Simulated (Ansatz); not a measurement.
Calculated with Ansatz (gas phase, PBE0-D4/def2-TZVP geometries, no zero-point term in ΔE). CCSD(T)/CBS is the MP2 limit (def2-TZVPP, def2-QZVPP) plus CCSD(T) − MP2 in def2-TZVPP, frozen cores. Functionals use def2-TZVPP. def2 core potentials past Kr. For Br, Zn, Zr outer-core shells are correlated without core-valence functions, which leaves a few kJ/mol of doubt a bond. Scalar relativity is left out up to krypton. Each species was taken in one conformer, which may not be the lowest.

`C[N](C)[Zr]([Cl])([N](C)C)[N](C)C` + `[Br][Zn][Br]` → `C[N](C)[Zr]([Cl])([Br])[N](C)C` + `C[N](C)[Zn][Br]`  (redistribution)

| level | ΔE (kcal/mol) |
| --- | --- |
| PBE-D4 | 8.3 |
| revPBE-D4 | 9.4 |
| r2SCAN0-D4 | 9.3 |
| r2SCAN | 7.5 |

Question: What does CCSD(T)/CBS give? (An estimate is asked.)

Answer: Computed: +9.7 kcal/mol. The listed levels differ from it by -1.4, -0.3, -0.4, -2.2 kcal/mol.

Largest T1 diagnostic among the species: 0.015.

At CCSD(T), def2-SVP lies +3.0 kcal/mol from the extrapolated value and def2-TZVPP −1.4 kcal/mol. From r2SCAN to r2SCAN0 (25 % exact exchange), in def2-TZVPP and without D4, ΔE moves by +1.0 kcal/mol. Leaving LDA and LC-ωPBE aside and taking each functional with its dispersion term where it has one, the values, not all of them listed here, spread over 3.2 kcal/mol, from B2PLYP to BHLYP-D4.
